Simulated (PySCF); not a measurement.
BeCl2, triplet, at a GFN2-xTB geometry (such geometries of metal compounds can be far from the true shape) (a higher spin typed on purpose: for a closed-shell molecule this is an excited state), with bond 3-1 at 2.2 times its length; PySCF with HF/6-311G**.

PySCF was given this input:
```python
from pyscf import gto, scf

mol = gto.M(
    atom='''
Be    0.85852233   -0.70764012    0.71422992
Cl    0.82809637    0.31174954   -0.97443787
Cl   -3.29645036    0.52962699    0.91696839
''',
    basis='6-311g**',
    spin=2,
    verbose=4,
)

mf = scf.UHF(mol)
mf.kernel()
mo_i, mo_e, stable_i, stable_e = mf.stability(internal=True, external=True, return_status=True, nroots=6, tol=1e-6)
print('internally stable:', stable_i, ' externally stable:', stable_e)
if not stable_i:
    umf = mf.copy()
    umf.scf_summary = {}
    umf.kernel(umf.make_rdm1(mo_i, mf.mo_occ))
```

Output, abridged:

```
PySCF version 2.14.0

[INPUT] verbose = 4
[INPUT] num. atoms = 3
[INPUT] num. electrons = 38
[INPUT] charge = 0
[INPUT] spin (= nelec alpha-beta = 2S) = 2
[INPUT] symmetry False subgroup None
[INPUT] Mole.unit = angstrom
[INPUT] Symbol           X                Y                Z      unit          X                Y                Z       unit  Magmom
[INPUT]  1 Be     0.858522330000  -0.707640120000   0.714229920000 AA    1.622372075523  -1.337246021554   1.349698938770 Bohr   0.0
[INPUT]  2 Cl     0.828096370000   0.311749540000  -0.974437870000 AA    1.564875344046   0.589121250059  -1.841420699705 Bohr   0.0
[INPUT]  3 Cl    -3.296450360000   0.529626990000   0.916968390000 AA   -6.229388363624   1.000849959278   1.732819121983 Bohr   0.0

nuclear repulsion = 60.1968841691345
number of shells = 32
number of NR pGTOs = 127
number of NR cGTOs = 70
basis = 6-311g**
ecp = {}

******** <class 'pyscf.scf.uhf.UHF'> ********
method = UHF
initial guess = minao
damping factor = 0
level_shift factor = 0
DIIS = <class 'pyscf.scf.diis.CDIIS'>
diis_start_cycle = 1
diis_space = 8
diis_damp = 0
SCF conv_tol = 1e-09
SCF conv_tol_grad = None
SCF max_cycles = 50
direct_scf = True
direct_scf_tol = 1e-13
number electrons alpha = 20  beta = 18
Set gradient conv threshold to 3.16228e-05
init E= -933.396862918962

cycle= 1 E= -933.582428911098  delta_E= -0.186  |g|= 0.197  |ddm|=  1.1
cycle= 2 E= -933.634473157878  delta_E= -0.052  |g|= 0.0813  |ddm|= 0.446
cycle= 3 E= -933.643091507331  delta_E= -0.00862  |g|= 0.0352  |ddm|= 0.14
cycle= 4 E= -933.6457545066  delta_E= -0.00266  |g|= 0.0111  |ddm|= 0.104
cycle= 5 E= -933.646035100041  delta_E= -0.000281  |g|= 0.00487  |ddm|= 0.0298
cycle= 6 E= -933.646088363082  delta_E= -5.33e-05  |g|= 0.00229  |ddm|= 0.013
cycle= 7 E= -933.646103769121  delta_E= -1.54e-05  |g|= 0.00106  |ddm|= 0.0077
cycle= 8 E= -933.646109106847  delta_E= -5.34e-06  |g|= 0.00083  |ddm|= 0.0036
cycle= 9 E= -933.646112694301  delta_E= -3.59e-06  |g|= 0.000814  |ddm|= 0.00226
cycle= 10 E= -933.646116931085  delta_E= -4.24e-06  |g|= 0.000811  |ddm|= 0.00264
cycle= 11 E= -933.646125171049  delta_E= -8.24e-06  |g|= 0.000808  |ddm|= 0.00514
cycle= 12 E= -933.646153956268  delta_E= -2.88e-05  |g|= 0.0008  |ddm|= 0.0181
cycle= 13 E= -933.646176966971  delta_E= -2.3e-05  |g|= 0.000796  |ddm|= 0.0147
cycle= 14 E= -933.646198331954  delta_E= -2.14e-05  |g|= 0.000782  |ddm|= 0.0138
cycle= 15 E= -933.646229307515  delta_E= -3.1e-05  |g|= 0.0208  |ddm|= 0.295
cycle= 16 E= -933.646318183575  delta_E= -8.89e-05  |g|= 0.0171  |ddm|= 0.023
cycle= 17 E= -933.646361014442  delta_E= -4.28e-05  |g|= 0.0147  |ddm|= 0.0168
cycle= 18 E= -933.646358788128  delta_E= 2.23e-06  |g|= 0.0148  |ddm|= 0.000201
cycle= 19 E= -933.646368241587  delta_E= -9.45e-06  |g|= 0.0142  |ddm|= 0.00442
cycle= 20 E= -933.646413042845  delta_E= -4.48e-05  |g|= 0.00721  |ddm|= 0.068
cycle= 21 E= -933.646340781039  delta_E= 7.23e-05  |g|= 0.00106  |ddm|= 0.0893
cycle= 22 E= -933.64646880248  delta_E= -0.000128  |g|= 0.00819  |ddm|= 0.152
cycle= 23 E= -933.646467181921  delta_E= 1.62e-06  |g|= 0.00125  |ddm|= 0.0523
cycle= 24 E= -933.646421910826  delta_E= 4.53e-05  |g|= 0.0171  |ddm|= 0.233
cycle= 25 E= -933.646333307339  delta_E= 8.86e-05  |g|= 0.0205  |ddm|= 0.0333
cycle= 26 E= -933.646346032585  delta_E= -1.27e-05  |g|= 0.0201  |ddm|= 0.00111
cycle= 27 E= -933.646446151632  delta_E= -0.0001  |g|= 0.0165  |ddm|= 0.0071
cycle= 28 E= -933.646467326957  delta_E= -2.12e-05  |g|= 0.0156  |ddm|= 0.0047
cycle= 29 E= -933.646603187235  delta_E= -0.000136  |g|= 0.0073  |ddm|= 0.039
cycle= 30 E= -933.646624587222  delta_E= -2.14e-05  |g|= 0.00731  |ddm|= 0.0849
cycle= 31 E= -933.646648085928  delta_E= -2.35e-05  |g|= 0.00497  |ddm|= 0.0143
cycle= 32 E= -933.646666580434  delta_E= -1.85e-05  |g|= 0.000666  |ddm|= 0.0134
cycle= 33 E= -933.646667105866  delta_E= -5.25e-07  |g|= 0.000956  |ddm|= 0.017
cycle= 34 E= -933.646667810547  delta_E= -7.05e-07  |g|= 0.000178  |ddm|= 0.00126
cycle= 35 E= -933.646667851747  delta_E= -4.12e-08  |g|= 1.33e-05  |ddm|= 0.000896
cycle= 36 E= -933.646667868882  delta_E= -1.71e-08  |g|= 1.13e-05  |ddm|= 0.00107
cycle= 37 E= -933.64666788699  delta_E= -1.81e-08  |g|= 1.52e-05  |ddm|= 0.00175
cycle= 38 E= -933.646667893937  delta_E= -6.95e-09  |g|= 1.65e-06  |ddm|= 0.00162
cycle= 39 E= -933.646667894128  delta_E= -1.92e-10  |g|= 7.6e-07  |ddm|= 0.000311
Extra cycle  E= -933.646667894127  delta_E= 1.14e-12  |g|= 3.06e-07  |ddm|= 8.56e-07
converged SCF energy = -933.646667894127  <S^2> = 2.0064925  2S+1 = 3.0043252
uhf_internal: lowest eigs of H = [0.00121912 0.00323982 0.24694252 0.24876873 0.45678718 0.48192358]
<class 'pyscf.scf.uhf.UHF'> wavefunction is stable in the internal stability analysis
uhf_real2complex: lowest eigs of H = [0.01211779 0.01317466 0.1355452  0.1366531  0.25979046 0.25988318]
<class 'pyscf.scf.uhf.UHF'> wavefunction is stable in the real -> complex stability analysis
uhf_external: lowest eigs of H = [-3.73151434e-03 -2.93687056e-03 -1.68159669e-08  2.78362028e-05
  1.35072959e-01  1.36213010e-01]
<class 'pyscf.scf.uhf.UHF'> wavefunction has an UHF/UKS -> GHF/GKS instability
internally stable: True  externally stable: False
```
